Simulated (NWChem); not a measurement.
SiSH cation, singlet; SMILES [Si]=[SH+]

Low-valent species are run as closed-shell singlets; no triplet was tried in these runs.

Q: Give the equilibrium geometry at PBE0/def2-SVP (NWChem) as a list of bonds and angles, with the point group.

A: point group Cs; any orientation.
Bonds (Å): Si1–S2 2.065, S2–H3 1.368. Angles (°): Si1–S2–H3 89.3.
